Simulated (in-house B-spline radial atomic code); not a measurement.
The numbers below are computed, except where a source is named.
# C6 from the polarisability at imaginary frequency: neutral neon

BLYP linear response of the closed shell [He] 2s2 2p6, from a B-spline radial code for spherical atoms; scalar-relativistic (spin-free one-electron X2C), finite nucleus, no spin-orbit coupling.

The dispersion coefficient of two like species is C6 = (3/π) ∫ α(iu)² du from 0 to ∞.

```tsv
u (hartree)	α(iu) (bohr³)
0	3.112
0.03	3.108
0.07	3.089
0.12	3.045
0.2	2.938
0.3	2.759
0.45	2.459
0.7	1.993
1	1.56
1.5	1.083
2.5	0.6037
5	0.2245
```

Problem. Fit one oscillator, α(iu) = α(0)/(1 + u²/ω²), through u = 0.45 and estimate C6.

Solution. From α(0)/α(iu) − 1 = 3.112/2.459 − 1 = 0.2656, ω = u/√0.2656 = 0.8732 hartree (23.8 eV). London's formula gives C6 = (3/4) α(0)² ω = 0.75 × 3.112² × 0.8732 = 6.343 hartree·bohr⁶, and the oscillator holds f = α(0) ω² = 2.37 electrons, of a sum of oscillator strengths of 10.0.

Problem. How does that compare with the full integral?

Solution. The program's quadrature over all excitations gives C6 = 7.523, so the single oscillator is off by -15.7 %. At the last point the fit gives α = 0.0921 against 0.224: higher excitations, and deeper shells where there are any, keep the true curve higher at large u.
